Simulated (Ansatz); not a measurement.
## Worked example: C2H4F2 + GeH2(CH3)Cl → CHClF2 + GeH2(CH3)2

Gas-phase species: C2H4F2 (1,1-difluoroethane) `CC(F)F`, singlet; GeH2(CH3)Cl, singlet; CHClF2 (difluorochloromethane) `FC(F)Cl`, singlet; GeH2(CH3)2, singlet. The partners trade CH3 for Cl: C–CH3 and Ge–Cl bonds give way to C–Cl and Ge–CH3.

Shapes, held fixed at every level: PBE0-D4/def2-TZVP. Programs: Ansatz 0.2.0. The zero-point and thermal change to 298 K, harmonic and unscaled (PBE0-D4/def2-TZVP), is -5.1 kJ/mol.

At CCSD(T)/def2-TZVPP; 1 Eh = 2625.50 kJ/mol:

```
    species   energy (Eh)
     C2H4F2   -277.960991
GeH2(CH3)Cl  -2576.418441
     CHClF2   -697.839238
 GeH2(CH3)2  -2156.490113
```

**Question.** Work out ΔH(298 K) of the reaction at this level.

**Answer.** 
1. Products less reactants: (-697.839238) + (-2156.490113) − [(-277.960991) + (-2576.418441)] = 0.050081 Eh = +131.5 kJ/mol.
2. With the thermal change: +131.5 + (-5.1) = +126.4 kJ/mol.

Other levels give +115.6 (SPW92/def2-TZVPP) to +153.2 kJ/mol (HF/def2-TZVPP). No measured value is set beside it here. Relativity is left out for Ge. Outer-core shells of Ge are correlated, in sets that cover them unevenly.
